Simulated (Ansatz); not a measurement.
Start from `[F][Ti]([Cl])([Cl])[SeH]` and change one atom or group to get `C[N](C)[Ti]([F])([Cl])[SeH]`.

Ansatz, PBE0-D4/def2-TZVP geometries, multiplicity 1. Each molecule was computed in one conformer, which needn't be the lowest.

Scalar relativity is left out up to krypton. Spin–orbit coupling is left out; it splits and shifts lone-pair levels of the heavy atoms by tenths of an eV.

| property | `[F][Ti]([Cl])([Cl])[SeH]` |
| --- | --- |
| LUMO energy (PBE/def2-TZVPP) / eV | -4.31 |
| size of the dipole moment (PBE/def2-TZVPP) / D | 1.01 |
| HOMO–LUMO gap (PBE/def2-TZVPP) / eV | 2.46 |
| HOMO–LUMO gap (ωB97M-V/def2-TZVPP) / eV | 8.64 |
| size of the dipole moment (B3LYP/def2-TZVPP) / D | 1.11 |
| size of the dipole moment (ωB97M-V/def2-TZVPP) / D | 0.95 |

Task: What does the change do to each property? (An estimate is asked.)

Result: Computed: 
```
                                          property  `C[N](C)[Ti]([F])([Cl])[SeH]`  shift
                 LUMO energy (PBE/def2-TZVPP) / eV                          -3.38   0.93
    size of the dipole moment (PBE/def2-TZVPP) / D                           4.32   3.31
               HOMO–LUMO gap (PBE/def2-TZVPP) / eV                           2.61   0.15
           HOMO–LUMO gap (ωB97M-V/def2-TZVPP) / eV                           8.90   0.26
  size of the dipole moment (B3LYP/def2-TZVPP) / D                           4.36   3.25
size of the dipole moment (ωB97M-V/def2-TZVPP) / D                           4.38   3.43
```

With PBE0 the HOMO rises by 0.79 eV and the LUMO rises by 0.96 eV, so the gap widens by about 0.17 eV. PBE moves the HOMO by 0.79 eV and ωB97M-V by 0.75 eV. Dipoles are sizes alone; their direction can turn.

B3LYP here is the variant with VWN-RPA as its local correlation; programs differ in this.
